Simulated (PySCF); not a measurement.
Z-matrix (Å, degrees):
```
N
H 1 1.0094
H 1 1.0095 2 110.44
Si 1 1.7285 2 119.62 3 144.72
H 4 1.4925 1 107.18 2 50.17
H 4 1.4925 5 110.26 1 -116.28
```
Charge 0, spin multiplicity 2.

### Question
Predict the dipole moment, highest occupied spin orbital and total energy from r2SCAN-D4/def2-TZVP (PySCF).

### Answer

```yaml
dipole_moment: 1.67 D
highest_occupied_spin_orbital: -4.50 eV
total_energy: -346.5939 Ha
```
